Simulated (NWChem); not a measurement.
Everything below was run with NWChem. System: H3GaSe, charge 0, spin multiplicity 1, at a geometry optimised with PBE/def2-SVP. The structure started from a generated list of species. Level: G0W0@PBE0/def2-TZVPD, RI basis def2-tzvpd-rifit.

Job file:

```
start mol
memory heap 200 mb stack 700 mb global 1700 mb
geometry units angstroms nocenter noautoz
  Ga     0.056051    -1.183821     0.000000
  H      1.504626    -1.797744     0.000000
  H     -1.306534    -1.971002     0.000000
  Se    -0.012893     1.154995     0.000000
  H     -1.497293     1.197349     0.000000
  symmetry group Cs
end
basis spherical
  * library def2-tzvpd
end
basis "ri basis" bse spherical
  * library def2-tzvpd-rifit
end
dft
  xc pbe0
  iterations 100
  direct
  tolerances tight
end
task dft energy
gw
  states alpha occ 4 vir 2
end
task dft gw
```

Part of the output:

```
             Northwest Computational Chemistry Package (NWChem) 7.3.0
             --------------------------------------------------------

                                NWChem Input Module
                                -------------------

 Scaling coordinates for geometry "geometry" by  1.889725989
 (inverse scale =  0.529177249)

 Turning off AUTOSYM since
 SYMMETRY directive was detected!

                             Geometry "geometry" -> ""
                             -------------------------

 Output coordinates in angstroms (scale by  1.889725989 to convert to a.u.)

  No.       Tag          Charge          X              Y              Z
 ---- ---------------- ---------- -------------- -------------- --------------
    1 Ga                  31.0000     0.05605100    -1.18382100     0.00000000
    2 H                    1.0000     1.50462600    -1.79774400     0.00000000
    3 H                    1.0000    -1.30653400    -1.97100200     0.00000000
    4 Se                  34.0000    -0.01289300     1.15499500     0.00000000
    5 H                    1.0000    -1.49729300     1.19734900     0.00000000

 Effective nuclear repulsion energy (a.u.)     288.3274695878

            Nuclear Dipole moment (a.u.)
            ----------------------------
        X                 Y               Z
 ---------------- ---------------- ----------------
     0.0000340151    -0.0000340151     0.0000000000

      Symmetry information
      --------------------

 Group name             Cs
 Group number              2
 Group order               2
 No. of unique centers     5

      Symmetry unique atoms

     1    2    3    4    5


 Summary of "ao basis" -> "" (spherical)
 ------------------------------------------------------------------------------
       Tag                 Description            Shells   Functions and Types
 ---------------- ------------------------------  ------  ---------------------
 *                         def2-tzvpd                 on all atoms

 new library libraries.bse/

 Summary of "ri basis" -> "" (spherical)
 ------------------------------------------------------------------------------
       Tag                 Description            Shells   Functions and Types
 ---------------- ------------------------------  ------  ---------------------
 *                      def2-tzvpd-rifit              on all atoms

                                 NWChem DFT Module
                                 -----------------

 Summary of "ao basis" -> "ao basis" (spherical)
 ------------------------------------------------------------------------------
       Tag                 Description            Shells   Functions and Types
 ---------------- ------------------------------  ------  ---------------------
 Ga                        def2-tzvpd               18       54   7s5p5d1f
 H                         def2-tzvpd                5        9   3s2p
 Se                        def2-tzvpd               19       57   7s6p5d1f

 Summary of "ao basis" -> "ao basis" (spherical)
 ------------------------------------------------------------------------------
       Tag                 Description            Shells   Functions and Types
 ---------------- ------------------------------  ------  ---------------------
 Ga                        def2-tzvpd               18       54   7s5p5d1f
 H                         def2-tzvpd                5        9   3s2p
 Se                        def2-tzvpd               19       57   7s6p5d1f

      Symmetry analysis of basis
      --------------------------

        a'         95
        a"         43

            General Information
            -------------------
          SCF calculation type: DFT
          Wavefunction type:  closed shell.
          No. of atoms     :     5
          No. of electrons :    68
           Alpha electrons :    34
            Beta electrons :    34
          Charge           :     0
          Spin multiplicity:     1
          Use of symmetry is: on ; symmetry adaption is: on
          Maximum number of iterations: 100
          This is a Direct SCF calculation.
          AO basis - number of functions:   138
                     number of shells:    52
          Convergence on energy requested:  1.00D-06
          Convergence on density requested:  1.00D-05
          Convergence on gradient requested:  5.00D-04

              XC Information
              --------------
                         PBE0 Method XC Functional
                     Hartree-Fock (Exact) Exchange  0.250
          PerdewBurkeErnzerhof Exchange Functional  0.750
            Perdew 1991 LDA Correlation Functional  1.000 local
           PerdewBurkeErnz. Correlation Functional  1.000 non-local

             Grid Information
             ----------------
          Grid used for XC integration:  medium
          Radial quadrature: Mura-Knowles
          Angular quadrature: Lebedev.
          Tag              B.-S. Rad. Rad. Pts. Rad. Cut. Ang. Pts.
          ---              ---------- --------- --------- ---------
          Ga                  1.30      112          13.0       590
          H                   0.35       45          13.0       434
          Se                  1.15      112          13.0       590
          Grid pruning is: on
          Number of quadrature shells:   359
          Spatial weights used:  Erf1

          Convergence Information
          -----------------------
          Convergence aids based upon iterative change in
          total energy or number of iterations.
          Levelshifting, if invoked, occurs when the
[...]
      Symmetry analysis of molecular orbitals - initial
      -------------------------------------------------

  Numbering of irreducible representations:

     1 a'          2 a"

  Orbital symmetries:

     1 a'          2 a'          3 a'          4 a'          5 a'
     6 a"          7 a'          8 a'          9 a'         10 a"
    11 a'         12 a'         13 a'         14 a"         15 a'
    16 a'         17 a'         18 a"         19 a'         20 a'
    21 a"         22 a"         23 a'         24 a'         25 a'
    26 a'         27 a"         28 a"         29 a'         30 a'
    31 a'         32 a'         33 a'         34 a"         35 a"
    36 a'         37 a'         38 a'         39 a'         40 a"
    41 a'         42 a'         43 a"         44 a'

   convergence    iter        energy       DeltaE   RMS-Dens  Diis-err    time
 ---------------- ----- ----------------- --------- --------- ---------  ------
 d= 0,ls=0.0,diis     1  -4327.6561963140 -4.62D+03  4.58D-03  6.44D-01     7.2
 d= 0,ls=0.0,diis     2  -4327.6736387324 -1.74D-02  3.01D-03  1.69D-01    12.2
 d= 0,ls=0.0,diis     3  -4327.6854317364 -1.18D-02  1.22D-03  6.39D-02    16.8
 d= 0,ls=0.0,diis     4  -4327.6927492201 -7.32D-03  1.85D-04  3.36D-03    21.3
 d= 0,ls=0.0,diis     5  -4327.6928996748 -1.50D-04  5.05D-05  1.21D-04    26.5
 d= 0,ls=0.0,diis     6  -4327.6929063137 -6.64D-06  1.32D-05  7.32D-06    31.0
 d= 0,ls=0.0,diis     7  -4327.6929071123 -7.99D-07  2.74D-06  1.94D-07    35.5

         Total DFT energy =    -4327.692907112257
      One electron energy =    -6605.291598363380
           Coulomb energy =     2152.059896176910
    Exchange-Corr. energy =     -162.788674513548
 Nuclear repulsion energy =      288.327469587762

 Numeric. integr. density =       67.999983704658

     Total iterative time =     32.9s

                  Occupations of the irreducible representations
                  ----------------------------------------------

                     irrep           alpha         beta
                     --------     --------     --------
                     a'               25.0         25.0
                     a"                9.0          9.0

                       DFT Final Molecular Orbital Analysis
                       ------------------------------------

 Vector   32  Occ=2.000000D+00  E=-3.274639D-01  Symmetry=a'
              MO Center=  2.9D-01, -1.5D+00, -1.4D-15, r^2= 3.1D+00
   Bfn.  Coefficient  Atom+Function         Bfn.  Coefficient  Atom+Function
  ----- ------------  ---------------      ----- ------------  ---------------
    17      0.312381  1 Ga px                56      0.248605  2 H  s
    57      0.217845  2 H  s                 65     -0.193015  3 H  s
    66     -0.157168  3 H  s                 55      0.149813  2 H  s
    11     -0.146072  1 Ga px                64     -0.115200  3 H  s
    23      0.098013  1 Ga d -2              20      0.090735  1 Ga px

 Vector   33  Occ=2.000000D+00  E=-3.050022D-01  Symmetry=a'
              MO Center= -1.3D-01,  3.4D-01, -7.9D-16, r^2= 3.7D+00
   Bfn.  Coefficient  Atom+Function         Bfn.  Coefficient  Atom+Function
  ----- ------------  ---------------      ----- ------------  ---------------
    90      0.394022  4 Se py                84     -0.264921  4 Se py
    18     -0.263224  1 Ga py                87      0.232019  4 Se py
    93      0.214718  4 Se py                66      0.152854  3 H  s
    78      0.143979  4 Se s                 65      0.140083  3 H  s
    12      0.118904  1 Ga py                77      0.110107  4 Se s

 Vector   34  Occ=2.000000D+00  E=-2.691003D-01  Symmetry=a"
              MO Center= -4.5D-02,  9.4D-01, -9.7D-13, r^2= 2.1D+00
   Bfn.  Coefficient  Atom+Function         Bfn.  Coefficient  Atom+Function
  ----- ------------  ---------------      ----- ------------  ---------------
    91      0.490482  4 Se pz                85     -0.309575  4 Se pz
    94      0.301047  4 Se pz                88      0.267988  4 Se pz
    19      0.126381  1 Ga pz                82      0.094409  4 Se pz
    22      0.070679  1 Ga pz                13     -0.052779  1 Ga pz
    24     -0.046565  1 Ga d -1             114     -0.026157  4 Se d -1

 Vector   35  Occ=0.000000D+00  E=-5.948827D-02  Symmetry=a"
              MO Center=  4.7D-02, -1.1D+00, -1.3D-13, r^2= 4.4D+00
   Bfn.  Coefficient  Atom+Function         Bfn.  Coefficient  Atom+Function
  ----- ------------  ---------------      ----- ------------  ---------------
    22      0.530791  1 Ga pz                19      0.441843  1 Ga pz
    91     -0.178294  4 Se pz                94     -0.177840  4 Se pz
    13     -0.173673  1 Ga pz                85      0.109285  4 Se pz
    88     -0.101814  4 Se pz                44     -0.089201  1 Ga d -1
    97      0.073209  4 Se pz               119     -0.069619  4 Se d -1

 Vector   36  Occ=0.000000D+00  E=-1.055006D-02  Symmetry=a'
              MO Center= -6.1D-01,  4.9D-01, -3.5D-13, r^2= 8.2D+00
   Bfn.  Coefficient  Atom+Function         Bfn.  Coefficient  Atom+Function
  ----- ------------  ---------------      ----- ------------  ---------------
     7      1.184564  1 Ga s                  6     -0.852166  1 Ga s
    21      0.335547  1 Ga py                96      0.301254  4 Se py
    89      0.261876  4 Se px                66      0.233228  3 H  s
     5     -0.223721  1 Ga s                131      0.215448  5 H  s
    77     -0.209286  4 Se s                 47      0.200333  1 Ga d  2

 Vector   37  Occ=0.000000D+00  E=-7.281923D-03  Symmetry=a'
              MO Center= -1.5D-01,  6.7D-02, -2.0D-13, r^2= 9.7D+00
   Bfn.  Coefficient  Atom+Function         Bfn.  Coefficient  Atom+Function
  ----- ------------  ---------------      ----- ------------  ---------------
     6      0.819270  1 Ga s                 79      0.544945  4 Se s
    96      0.465774  4 Se py                 5      0.371294  1 Ga s
   132     -0.291798  5 H  s                 78     -0.248659  4 Se s
    77     -0.246704  4 Se s                 45      0.244278  1 Ga d  0
    57     -0.242522  2 H  s                 93      0.215312  4 Se py

 center of mass
 --------------
 x =   0.01924571 y =   0.08721710 z =   0.00000000

 moments of inertia (a.u.)
 ------------------
         750.525883405720          27.701502015138           0.000000000000
          27.701502015138          23.124238698229           0.000000000000
           0.000000000000           0.000000000000         773.650122103949

     Multipole analysis of the density
     ---------------------------------

     L   x y z        total         alpha         beta         nuclear
     -   - - -        -----         -----         ----         -------
     0   0 0 0     -0.000000    -34.000000    -34.000000     68.000000

     1   1 0 0     -0.198881     -0.099458     -0.099458      0.000034
     1   0 1 0     -0.337532     -0.168749     -0.168749     -0.000034
     1   0 0 1     -0.000000     -0.000000     -0.000000      0.000000

     2   2 0 0    -27.435587    -24.994968    -24.994968     22.554349
     2   1 1 0     -0.749509      7.634829      7.634829    -16.019167
     2   1 0 1     -0.000000     -0.000000     -0.000000      0.000000
     2   0 2 0    -28.407037   -188.027273   -188.027273    347.647508
     2   0 1 1     -0.000000     -0.000000     -0.000000      0.000000
     2   0 0 2    -27.197263    -13.598632    -13.598632      0.000000

 Task  times  cpu:       35.5s     wall:       35.5s

                                NWChem Input Module
                                -------------------

                                 NWChem GW Module
                                 ----------------

                             ***********************
                             ***        GW       ***
                             ***********************

 Summary of "ri basis" -> "ri basis" (spherical)
 ------------------------------------------------------------------------------
       Tag                 Description            Shells   Functions and Types
 ---------------- ------------------------------  ------  ---------------------
 Ga                     def2-tzvpd-rifit            41      175   11s10p9d6f4g1h
 H                      def2-tzvpd-rifit            10       24   5s3p2d
 Se                     def2-tzvpd-rifit            41      175   11s10p9d6f4g1h

                 Memory Information
                 ------------------
          Available GA per process is          1699.9 MBs
          Available stack per process is        700.0 MBs
          Available heap per process is           0.0 MBs

          Peak memory in Initialization
              Peak GA per process is                 17.4 MBs
              Peak stack per process is               0.2 MBs
              Peak heap per process is               18.2 MBs
              Memory not in MA per process            0.0 MBs

          Peak memory in AFF Calculation
              Peak GA per process is                122.6 MBs
              Peak stack per process is              95.4 MBs
              Peak heap per process is                0.0 MBs
              Memory not in MA per process           95.4 MBs

          Computing 2-center integrals
          Computing Inverse Cholesky factor
          Computing 3-center integrals
          Computing V_xc ...

          Computing Sigma_x
          Computing RPA polarizability
          Solving quasiparticle equations

                  Alpha Orbitals
          State     Energy (eV)     Error (eV)
          -----------------------------------
@GW        31        -12.701           0.004
@GW        32        -11.055           0.005
@GW        33        -10.109           0.004
@GW        34         -9.038           0.004
@GW        35          0.175           0.004
@GW        36          1.324           0.003

   Applying  -1.7150 eV scissor-shift to rest of particle states

   Applying   1.7940 eV scissor-shift to rest of hole states

     GW Timing Statistics
   ------------------------
   Init.   :          0.2s
     ERIs  :          2.2s
     Distr.:          0.0s
     Vxc   :          4.3s
   Sigma_x :          0.0s
   RPA     :         13.5s
   Wmn     :          0.1s
   Sigma_c :          0.1s
   GW total:         20.5s

 Task  times  cpu:       20.5s     wall:       20.5s

 Total times  cpu:       56.0s     wall:       56.0s
```
